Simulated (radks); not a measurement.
Values are calculated unless marked as measured or tabulated.
Problem. As III, configuration [Ar] 3d9 4s2 4p2 (not the ground configuration). Code: a radial shooting solver on a logarithmic mesh with Libxc functionals. Model: scalar-relativistic Kohn-Sham, LDA (Slater exchange, Perdew-Wang correlation), spin-polarised, spherical densities, point nucleus; open shells are filled with parallel spins first. Some entries of the table are withheld. Estimate them.

orbital  occ.  eigenvalue (hartree)  <r> (bohr)  r(max) (bohr)
1s up       1             -431.2303     0.04556        0.02978
1s down     1             -431.2242     0.04556        0.02978
2s up       1             -55.91311      0.2031         0.1704
2s down     1             -55.87466      0.2031         0.1703
2p up       3             -49.24169      0.1774         0.1363
2p down     3             -49.20980      0.1773         0.1363
3s up       1              -8.22910      0.5946         0.5203
3s down     1              -8.16923      0.5949         0.5206
3p up       3              -6.15935      0.6103         0.5183
3p down     3              -6.09937      0.6107         0.5186
3d up       5              -2.74184      0.6496         0.4682
3d down     4              -2.67876      0.6499         0.4689
4s up       1              -1.38972       1.723          1.507
4s down     1              -1.31297       1.731          1.503
4p up       2              -0.95973       2.004          1.721
4p down     0              -0.88666       2.036          1.727
4d up       0              -0.42037       3.015          2.535
5s up       0              -0.41815         (1)          3.779
5s down     0              -0.39687         (2)          3.897
4d down     0              -0.37398       3.238          2.691

Solution. 
(1) 5s up <r> (bohr): 4.072
(2) 5s down <r> (bohr): 4.218
